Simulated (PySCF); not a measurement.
Computed Raman spectrum (relative Raman activity) of a molecule C₄H₁₀O. Geometry: PBE0-D3(BJ)/def2-SVP. Other conformers were not sampled. Calculation: PBE0-D3(BJ)/def2-SVP in PySCF. Harmonic, unscaled wavenumbers; measured fundamentals usually lie a few per cent lower.

```json
[
 {"ν (cm⁻¹)": "863", "relative intensity": "5.4"},
 {"ν (cm⁻¹)": "946", "relative intensity": "3.2"},
 {"ν (cm⁻¹)": "1076", "relative intensity": "3.6"},
 {"ν (cm⁻¹)": "1105", "relative intensity": "2.8"},
 {"ν (cm⁻¹)": "1125", "relative intensity": "2.1"},
 {"ν (cm⁻¹)": "1293", "relative intensity": "8.1"},
 {"ν (cm⁻¹)": "1330", "relative intensity": "5.0"},
 {"ν (cm⁻¹)": "1413", "relative intensity": "3.2"},
 {"ν (cm⁻¹)": "1451", "relative intensity": "11"},
 {"ν (cm⁻¹)": "1458", "relative intensity": "14"},
 {"ν (cm⁻¹)": "1465", "relative intensity": "16"},
 {"ν (cm⁻¹)": "1476", "relative intensity": "16"},
 {"ν (cm⁻¹)": "1512", "relative intensity": "3.1"},
 {"ν (cm⁻¹)": "2977", "relative intensity": "39"},
 {"ν (cm⁻¹)": "2992", "relative intensity": "98"},
 {"ν (cm⁻¹)": "3023", "relative intensity": "46"},
 {"ν (cm⁻¹)": "3060", "relative intensity": "100"},
 {"ν (cm⁻¹)": "3065", "relative intensity": "100"},
 {"ν (cm⁻¹)": "3107", "relative intensity": "90"},
 {"ν (cm⁻¹)": "3156", "relative intensity": "43"},
 {"ν (cm⁻¹)": "3161", "relative intensity": "40"},
 {"ν (cm⁻¹)": "3166", "relative intensity": "98"}
]
```

**Question.** Which structure fits?
(A) CCCOC
(B) CCOCC
(C) CC[C@H](C)O
(D) CCCCO

**Answer.** B, CCOCC
